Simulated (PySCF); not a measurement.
## Calculated data, BH$_{3}$NOSi, CH$_{4}$AlBN, BH$_{5}$NOSi, CH$_{3}$Al$_{2}$B

Computed with PySCF 2.14.0. Calculation on a computer-drawn molecule: optimised geometry and harmonic frequencies of an isolated molecule of the commonest isotopes, restricted reference for singlets and unrestricted otherwise, frozen core in MP2.

```yaml
- entry: 1
  formula: BH3NOSi
  start_structure:
    atoms_angstrom:
      - ["N", 1.9852, -0.8913, -1.71]
      - [Si, 0.8423, -0.4696, -0.6401]
      - [B, -0.0859, -1.4239, 1.0248]
      - [O, -0.9644, -0.7523, 1.6343]
      - [H, 2.3592, -1.8171, -1.5769]
      - [H, 0.3555, 0.9225, -0.9281]
      - [H, 0.3181, -2.5705, 1.2586]
  given:
    charge: -1
    multiplicity: 1
    method: MP2
    basis: "aug-cc-pV(D+d)Z"
    drawn_bonds_atom: [1, 2, 3, 1, 2, 3]
    drawn_bonds_other_atom: [2, 3, 4, 5, 6, 7]
    drawn_bonds_order: [2, 1, 1, 1, 1, 1]
  results:
    optimised_atom_element: ["N", Si, B, O, H, H, H]
    "optimised_atom_x [angstrom]": [2.011, 0.842, -0.07995, -0.9785, 2.389, 0.3378, 0.2885]
    "optimised_atom_y [angstrom]": [-0.8617, -0.5007, -1.435, -0.702, -1.811, 0.8942, -2.586]
    "optimised_atom_z [angstrom]": [-1.759, -0.6205, 1.025, 1.62, -1.615, -0.8902, 1.303]
    "modes_frequency [cm^-1]": [58.37, 127.7, 269.3, 364.9, 563.9, 752.4, 762.9, 782.0, 886.9, 957.8, 1037, 1421, 2134, 2331, 3456]
    "modes_reduced_mass [dalton]": [5.632, 4.658, 7.822, 1.325, 4.42, 1.606, 1.172, 1.068, 1.351, 4.125, 1.213, 9.062, 1.045, 1.094, 1.074]
    "rotational_constants [GHz]": [31.53, 2.688, 2.477]
    "total_energy [hartree]": -445.3080
    "convergence_status_largest_gradient_component [hartree/bohr]": 2.606e-05
- entry: 2
  formula: CH4AlBN
  start_structure:
    atoms_angstrom:
      - [B, -2.5372, -0.3323, 0.5618]
      - ["N", -1.4643, 0.2002, 0.2163]
      - [C, -0.1331, 0.5991, -0.0436]
      - [Al, -0.7659, 2.5216, -0.0912]
      - [H, -3.5284, -0.755, 0.7233]
      - [H, 0.1838, 0.1112, -0.9217]
      - [H, 0.5139, 0.33, 0.8386]
      - [H, 0.1471, 3.7993, -0.4185]
  given:
    charge: 0
    multiplicity: 2
    method: HF
    basis: "cc-pV(D+d)Z"
    drawn_bonds_atom: [1, 2, 3, 1, 3, 3, 4]
    drawn_bonds_other_atom: [2, 3, 4, 5, 6, 7, 8]
    drawn_bonds_order: [2, 1, 1, 1, 1, 1, 1]
  results:
    optimised_atom_element: [B, "N", C, Al, H, H, H, H]
    "optimised_atom_x [angstrom]": [-2.587, -1.553, -0.3761, -0.6355, -3.574, 0.0778, 0.3823, 0.6814]
    "optimised_atom_y [angstrom]": [-0.5664, 0.04357, 0.7786, 2.754, -1.153, 0.4159, 0.6009, 3.6]
    "optimised_atom_z [angstrom]": [0.5493, 0.2994, 0.009598, -0.1583, 0.7889, -0.9225, 0.7839, -0.4853]
    "modes_frequency [cm^-1]": [141.8, 142.1, 277.8, 364.9, 518.2, 553.1, 697.3, 786.6, 805.3, 1031, 1289, 1313, 1552, 1897, 2102, 2986, 3120, 3154]
    "modes_reduced_mass [dalton]": [1.083, 3.986, 2.705, 4.826, 1.802, 1.371, 1.894, 1.351, 1.343, 4.882, 1.333, 1.137, 1.086, 1.044, 4.827, 1.222, 1.057, 1.1]
    "rotational_constants [GHz]": [23.32, 2.939, 2.652]
    "total_energy [hartree]": -361.2093
    spin_squared: 0.754
    "convergence_status_largest_gradient_component [hartree/bohr]": 3.671e-05
- entry: 3
  formula: BH5NOSi
  start_structure:
    atoms_angstrom:
      - ["N", -0.8652, -1.3698, -0.8138]
      - [Si, -1.4108, -0.5421, -2.1849]
      - [B, -1.6788, 1.3777, -1.5975]
      - [O, -1.6553, 2.6093, -1.366]
      - [H, -1.3869, -1.3865, 0.0144]
      - [H, -0.3932, -2.1766, -0.8973]
      - [H, -0.3539, -0.5323, -3.1699]
      - [H, -2.6698, -0.9674, -2.8248]
      - [H, -1.7001, 3.4882, -1.151]
  given:
    charge: 1
    multiplicity: 1
    method: HF
    basis: "cc-pV(D+d)Z"
    drawn_bonds_atom: [1, 2, 3, 1, 1, 2, 2, 4]
    drawn_bonds_other_atom: [2, 3, 4, 5, 6, 7, 8, 9]
    drawn_bonds_order: [1, 1, 1, 1, 1, 1, 1, 1]
  results:
    "rotational_constants [GHz]": null
    "total_energy [hartree]": null
- entry: 4
  formula: CH3Al2B
  start_structure:
    atoms_angstrom:
      - [B, -0.301, 2.4914, 0.7357]
      - [C, 0.0567, 1.1792, 1.1122]
      - [Al, 1.7497, 0.1492, 1.5809]
      - [Al, -0.945, -0.4918, 1.3248]
      - [H, -0.471, 3.6289, 0.478]
      - [H, -2.5696, -0.7166, 1.1806]
      - [H, -0.2941, -1.855, 1.725]
  given:
    charge: 0
    multiplicity: 1
    method: HF
    basis: "cc-pV(D+d)Z"
    drawn_bonds_atom: [1, 2, 2, 1, 4, 4]
    drawn_bonds_other_atom: [2, 3, 4, 5, 6, 7]
    drawn_bonds_order: [2, 1, 1, 1, 1, 1]
  results:
    "rotational_constants [GHz]": null
```

Q: What rotational constants does the calculation give for BH$_{5}$NOSi (entry 3)?
A: 15.46, 2.582, 2.304 GHz

Q: Give the missing total energy for BH$_{5}$NOSi (entry 3).
A: -445.6608 hartree

Q: What rotational constants does the calculation give for CH$_{3}$Al$_{2}$B (entry 4)?
A: 7.806, 3.009, 2.172 GHz

Further results for BH$_{5}$NOSi (entry 3):

* convergence status largest gradient component: 7.221e-06 hartree/bohr

Optimised structure:
```xyz
9
BH5NOSi
N     -0.8759    -1.4665    -0.8571
Si    -1.4553    -0.6044    -2.1724
B     -1.5817     1.4463    -1.6228
O     -1.6126     2.6085    -1.1918
H     -1.4672    -1.9104    -0.1796
H      0.0948    -1.6717    -0.7112
H     -0.5255    -0.5225    -3.3021
H     -2.8548    -0.8786    -2.5094
H     -1.8356     3.4998    -1.4444
```

Modes:
| frequency (cm⁻¹) | reduced mass (dalton) |
| --- | --- |
| 62.96 | 1.171 |
| 125.3 | 5.157 |
| 238 | 1.792 |
| 286.8 | 1.226 |
| 331.5 | 1.966 |
| 374.2 | 1.321 |
| 405.1 | 3.261 |
| 477.1 | 2.646 |
| 566 | 1.32 |
| 761.4 | 1.144 |
| 919.6 | 1.25 |
| 941 | 1.619 |
| 960 | 1.261 |
| 1000 | 1.645 |
| 1680 | 1.115 |
| 1801 | 9.172 |
| 2392 | 1.027 |
| 2409 | 1.057 |
| 3777 | 1.05 |
| 3875 | 1.098 |
| 4066 | 1.075 |

Further results for CH$_{3}$Al$_{2}$B (entry 4):

* total energy: -548.0975 hartree
* convergence status largest gradient component: 3.815e-05 hartree/bohr

Optimised structure:
```xyz
7
CH3Al2B
B     -0.2907     2.1554     0.8352
C      0.2657     0.9552     1.1848
Al     2.1751     0.6392     1.5211
Al    -1.0360    -0.4485     1.3134
H     -0.7618     3.1923     0.5348
H     -2.5765    -0.2033     1.0473
H     -0.5501    -1.9050     1.7006
```

Modes:
| frequency (cm⁻¹) | reduced mass (dalton) |
| --- | --- |
| 115.1 | 4.651 |
| 131.8 | 3.601 |
| 144.8 | 2.789 |
| 176.9 | 1.222 |
| 454.3 | 4.388 |
| 572.6 | 1.435 |
| 649.3 | 1.186 |
| 732.2 | 3.505 |
| 813.3 | 1.337 |
| 860.2 | 1.057 |
| 920.1 | 1.92 |
| 1615 | 6.284 |
| 1965 | 1.059 |
| 1978 | 1.025 |
| 2924 | 1.139 |
